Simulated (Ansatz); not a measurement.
Geometry optimisation, Ansatz 0.2.0, RKS r2SCANh-D4/6-31G.

The input (input.yaml):

```yaml
crystal:
  periodic: [false, false, false]
  atoms:
    - { symbol: Al, position_ang: [0.0, 0.0, 0.0] }
    - { symbol: "N", position_ang: [0.0, 0.0, 1.92] }
    - { symbol: H, position_ang: [-0.877, -0.2713, 2.45] }
    - { symbol: H, position_ang: [0.877, 0.2713, 2.45] }
    - { symbol: F, position_ang: [1.4635, 0.0, -0.845] }
    - { symbol: F, position_ang: [-1.4635, 0.0, -0.845] }
basis:
  gaussian: { orbitals: "6-31G" }
hamiltonian:
  xc: r2scanh
  dispersion: d4
relax:
  f_tol: 0.02
  max_steps: 40
output:
  orbitals: {}
```

Run as:

```bash
$ ansatz run input.yaml --threads 1 --pin off --max-ram 2048MiB --backend cpu --events-out ev --progress --plain --runs-dir out
```

Task: Where does it end, and by what steps?

Result: It converged. Limits of this set-up: no polarisation functions. After 5 steps the energy has fallen by 0.445 eV; H3 moved furthest, 0.21 Å.

| step | energy less start (eV) | largest force component (eV/Å) | accepted |
| --- | --- | --- | --- |
| 0 | 0.0000 | 3.095 | yes |
| 1 | -0.3735 | 1.303 | yes |
| 2 | -0.4361 | 0.508 | yes |
| 3 | -0.4436 | 0.102 | yes |
| 4 | -0.4447 | 0.069 | yes |
| 5 | -0.4449 | 0.018 | yes |

```xyz
6
Properties=species:S:1:pos:R:3
Al 0.000 0.000 0.079
N 0.000 0.000 1.842
H -0.831 -0.069 2.409
H 0.831 0.069 2.409
F 1.438 0.115 -0.805
F -1.438 -0.115 -0.805
```

Run time: 9.1 s on 1 thread of Intel(R) Xeon(R) 6975P-C (Granite Rapids) (shared host), peak memory 0.15 GiB.
